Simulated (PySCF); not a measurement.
Species: C5H13NSi (charge +1 and doublet state).
Z-matrix (Å and degrees, GFN2-xTB geometry), rows numbered from 1:
```
C 
C   1  1.4984
Si  2  1.9787  1  109.31
N   3  1.7021  2  110.15  1   -64.42
C   3  1.9160  2   97.02  1   179.58
C   5  1.4954  3  117.97  2   156.76
C   5  1.4960  3  116.93  2  -134.20
H   1  1.0864  2  112.24  3    64.67
H   1  1.0947  2  107.98  3  -177.07
H   1  1.0869  2  112.51  3   -59.32
H   2  1.0878  1  111.77  3   117.81
H   2  1.0878  1  111.82  3  -118.60
H   3  1.4557  2  111.77  1    56.61
H   4  1.0084  3  124.32  2   114.13
H   4  1.0098  3  124.26  2   -66.33
H   5  1.0821  3  116.39  2    10.07
H   6  1.0798  5  117.51  7   109.94
H   6  1.0780  5  119.58  7  -105.54
H   7  1.0788  5  119.81  6   105.15
H   7  1.0798  5  117.55  6  -110.33
```

The hyperfine couplings belong to this conformer and change with its torsions.

As a line formula: `CC[Si@H]([NH2+])C1CC1` [radical] (charge +1).

Computed with UKS B3LYP, pcH-1 on C H N Si, non-relativistic, mean-field spin-orbit, GIAO (PySCF). Geometry: GFN2-xTB, one conformer, isolated ion. GFN2-xTB frequencies show an imaginary mode (28i cm⁻¹), so this geometry is no minimum at that level. Couplings are sensitive to structure, and on GFN2-xTB geometries they can be far from those on DFT ones, by a factor of two or more for some ions and for spin on atoms past the first row. Stability of the SCF solution: not tested.

Q: The isotropic 13C couplings are +56.7, +48.8, -7.6, -2.8, +0.6 MHz. Assign them to C1; C2; C5; C6; C7.

A: 
```tsv
site	a_iso (MHz)	ρ(0) (bohr⁻³)	position	distance from C2 (Å)	spin population	largest |T| (MHz)
C1	-7.6	-0.0068	1 bond from C2	1.50	+0.02	10.6
C2	+56.7	+0.0505	largest spin population	0.00	+0.32	61.6
C5	+48.8	+0.0434	2 bonds from C2	2.92	+0.16	36.6
C6	-2.8	-0.0025	3 bonds from N4	4.31	+0.06	12.7
C7	+0.6	+0.0005	3 bonds from N4	4.16	+0.08	17.1
```

ρ(0) is the spin density at the nucleus and T the dipolar tensor; a_iso includes a spin–orbit part; entries for several nuclei are means. Largest spin populations (Mulliken): C2 (+0.32), N4 (+0.31), C5 (+0.16) and C7 (+0.08). Three atoms exceed +0.15. Main spin sites, with 60 % or more of the largest population: C2, N4; positions count bonds from the nearest.

β density exceeds α density at some nuclei, such as Si3 (-0.1069), C1 (-0.0068) and H14 (-0.0051), spin density in bohr⁻³. In a single determinant that takes different orbitals for the two spins, that is spin polarisation.

Class means assume fast exchange of nuclei equivalent by connectivity; if that motion is slow, each nucleus keeps its own coupling. H14 and H15 aren't averaged: N4 is flat or nearly so (angle sum 360°), and its turn about the short N4–Si3 bond (1.70 Å) is taken as slow. The three 1H nuclei of mean +45.8 MHz run from 3.6 to 120.4 MHz in the frozen geometry.

The SMILES `CC[Si@H]([NH2+])C1CC1` draws the unpaired electron on N4, whose computed spin population is only +0.31.
